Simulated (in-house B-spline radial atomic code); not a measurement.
Sr⁺. Computed with a B-spline radial atomic code. Model: non-relativistic spherical atom: semilocal Troullier-Martins pseudo-atom, one channel per l, against all electrons, high spin, G0W0 and RPA with empty states to l = 8, local potential for every l without a channel, a model core (radius 0 = none) keeps its share of the functional.

Without relativity these are model numbers for so heavy an element.

What the tables leave out is listed at the end.

The pseudopotential gives back the lowest level of each angular momentum of its own functional in the configuration it was made in; a second state of the same l is only approximately right. Exact exchange, RPA and GW see the smooth pseudo-orbitals and miss the exchange with the core, for which the functional's share stands in. The column with an uncorrelated core keeps all orbitals and exact exchange, and so separates missing core correlation from pseudisation. Only the three outermost levels and the lowest empty one were computed. RPA here is direct RPA, with no exchange kernel, and its energies carry an (l + 1/2)⁻⁴ tail. A hybrid on a potential with a model core restores only its own semilocal share of the core's exchange.

Command:
```bash
python run_psgw.py task.json out
```
Settings (lengths in bohr, energies in hartree):
```
Z                      38
electrons              37
configuration          [Kr] 5s1
generated_in           [Kr] 5s2
functional             lda,vwn
core_shells            5
radius_factor          0.8
core_correction        True
ion_configuration      [Ar] 3d10 4s2 4p6
```

Run time, properties included: 65 s on 1 thread of Arm Neoverse N1 (shared host).

Given: made with LDA VWN5; model core radius 0.234 bohr; local radius 0.926 bohr; mean-field start LDA VWN5.

Valence shells of the generating configuration: 3d, 4s, 4p, 5s.

Channel: s 0.963, p 1.064, d 0.902 (radii in bohr).

Computed: largest level miss in the spin-unpolarised generating configuration 0.102 eV; valence RPA correlation energy all-electron orbitals -1.1897 hartree; all-electron RPA polarisability, core included 57.75 bohr³; pseudo-atom RPA polarisability 54.116 bohr³; ionisation by mean-field pseudo minus all 0.265 eV; ionisation by RPA all-electron 11.414 eV; ionisation by RPA pseudo minus all 0.197 eV.

```csv
level,occupied,mean-field all-electron (eV),mean-field pseudo minus all (eV),G0W0 all-electron (eV),G0W0 uncorrelated core minus all (eV),G0W0 pseudo minus all (eV),exchange self-energy all-electron (eV),exchange self-energy pseudo (eV)
5s up,1,-8.7363,-0.194,-11.38,-0.004,-0.263,-7.9826,-8.1635
```

**Question.** What is the valence RPA correlation energy pseudo?

**Answer.** -1.5251 hartree.

**Question.** What is the ionisation by mean-field all-electron?

**Answer.** 11.186 eV.

Given: mean-field start PBE0.

Computed: valence RPA correlation energy pseudo -1.4666 hartree; all-electron RPA polarisability, core included 51.784 bohr³; pseudo-atom RPA polarisability 50.389 bohr³; ionisation by mean-field all-electron 10.895 eV; ionisation by RPA all-electron 11.248 eV; ionisation by RPA pseudo minus all 0.165 eV.

```tsv
level	occupied	mean-field all-electron (eV)	mean-field pseudo minus all (eV)	G0W0 all-electron (eV)	G0W0 uncorrelated core minus all (eV)	G0W0 pseudo minus all (eV)	exchange self-energy all-electron (eV)	exchange self-energy pseudo (eV)
5s up	1	-9.0974	-0.125	-11.298	-0.003	-0.182	-7.7011	-7.6886
5s down (empty)	0	-6.8319	-0.112	-5.786	-0.003	-0.102	-1.5289	-1.4439
```

**Question.** What is the ionisation by mean-field pseudo minus all?

**Answer.** 0.152 eV.

**Question.** What is the valence RPA correlation energy all-electron orbitals?

**Answer.** -1.1346 hartree.

Among the listed levels the largest G0W0 shift of the pseudo-atom is -0.26 eV, for 5s up on the LDA VWN5 start, while leaving the core uncorrelated moves that level by 0.00 eV. So pseudisation and the lost core exchange, not the missing core correlation, make the error. Not in the tables (levels of low weight, unsolved or above zero; the highest and the empty levels are kept at any weight): on LDA the G0W0 levels 4p down (pseudo minus all -0.46 eV, weights 0.41 and 0.51), 4p up (pseudo minus all -0.43 eV, weights 0.32 and 0.25), 5s down (pseudo minus all +0.07 eV, weights 0.74 and 0.55); on PBE0 the G0W0 levels 4p down (pseudo minus all -0.67 eV, weights 0.58 and 0.70), 4p up (pseudo minus all -0.67 eV, weights 0.56 and 0.69); no Hartree-Fock pseudo-atom is run with a model core.
